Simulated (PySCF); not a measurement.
phosphoric acid cation (H3O4P), SMILES O=P(O)(O)O (connectivity only; charge and spin as stated), charge +1, multiplicity 2.

Geometry optimised at TPSSh-D3(BJ)/def2-SVP. The spin state was assumed, not searched. Other conformers were not sampled.

All values below come from PySCF 2.14.0 with TDA-PBE/def2-SVPD.

Vertical excitations. Gas-phase values at a fixed geometry.

```csv
state,energy (eV),λ (nm),f,main pairs
root 1,0.73,1696,0.000,β HOMO→LUMO 99 %
root 2,2.13,582,0.006,β HOMO−1→LUMO 96 %
root 3,2.32,535,0.003,β HOMO−2→LUMO 97 %
root 4,2.95,421,0.009,"β HOMO−3→LUMO 50 %, β HOMO−4→LUMO 45 %"
root 5,3.28,378,0.021,"β HOMO−4→LUMO 51 %, β HOMO−3→LUMO 35 %"
root 6,3.38,367,0.006,β HOMO−5→LUMO 95 %
root 7,4.32,287,0.032,β HOMO−6→LUMO 84 %
root 8,4.95,250,0.041,β HOMO−7→LUMO 89 %
root 9,7.59,163,0.001,"α HOMO→LUMO 10 %, β HOMO→LUMO+1 90 %"
root 10,8.00,155,0.004,"α HOMO→LUMO 82 %, β HOMO→LUMO+1 9 %, β HOMO−8→LUMO 7 %"
```
Unrestricted roots are not spin-pure.
